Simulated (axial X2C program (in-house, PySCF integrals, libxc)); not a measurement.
**Potential curves of CaTi, 2c**

Calculated with an axial X2C code built on PySCF integrals. Two-component (2c) means X2C with spin–orbit coupling and atomic mean-field two-electron Coulomb and Gaunt terms. Basis: Ti dyall-cv3z [10s10p6d4f2g], Ca dyall-cv3z [11s12p6d4f] (cores contracted in-house); Gaussian nuclei, density fitting, unrestricted open shells. Masses: Ti 47.948 u, Ca 39.963 u.

State: Ω = 4 (⟨Sz⟩ = 2.00, ⟨Lz⟩ = 2.00 at PBE0). Energies in eV from the lowest point of each curve. Fits are polynomials in 1 − R0/R over 0.85 to 1.23 times the lowest point R0.

| R (Å) | PBE0 |
| --- | --- |
| 2.9011 | 0.0844 |
| 2.9967 | 0.0338 |
| 3.0924 | 0.0074 |
| 3.1880 | 0.0000 |
| 3.2996 | 0.0094 |
| 3.4112 | 0.0327 |
| 3.5546 | 0.0761 |

One determinant describes the state; a PBE0 search over occupations chose it and may have missed a lower one. Density functionals use the spin component along the axis (collinear). Other states lie close and PBE0, whose exact exchange favours high spin, may order them wrongly; the determinant shown need not be the ground state. The nearest other spin-free determinant of the search, M_S = 2, Λ = 3, lies 0.14 eV up at the distance of the search. Without a current term, density functionals place determinants with orbital angular momentum somewhat too high. The spin of this state cannot come from the lowest atoms; the curve heads to a higher limit, and no De is given. With several unpaired electrons one determinant need not be a pure state. A state of lower Ω lies just above, and one determinant can place such states too high, so the state shown need not be the lowest. The search has Ω = 1 only 0.11 eV up. Open-shell Ω = 0 determinants with evenly filled partner blocks cannot be reached by this program, so the Ω shown need not be the lowest component.

Problem. Fit the PBE0 curve near its minimum: give the equilibrium distance and the harmonic wavenumber.

Solution. At PBE0, 2c: Re = 3.185 Å, ωe ≈ 141 cm⁻¹; Be follows as 0.0762 cm⁻¹.
